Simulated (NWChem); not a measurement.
**A calculation on CCl2**

```xyz
3

Cl     1.4022     0.0000     0.1491
C      0.0000     0.0000    -0.8450
Cl    -1.4022     0.0000     0.1491
```
Charge 0, spin multiplicity 1.

Everything below was run with NWChem. Structure: optimised with PBE0/def2-SVP, a minimum by its harmonic frequencies.

Symmetry labels belong to the abelian group C2v used in the runs, with the axes of the coordinates shown.

The structure started from a generated list of species.

Task: List the lowest 4 singlet excitations that TD-PBE/aug-cc-pVDZ gives, with oscillator strengths.

Result: 
```csv
state,symmetry,energy (eV),wavelength (nm),f
1,b2,2.46,504,0.001
2,a2,3.79,328,0.000
3,b1,5.28,235,0.059
4,a1,5.39,230,0.028
```
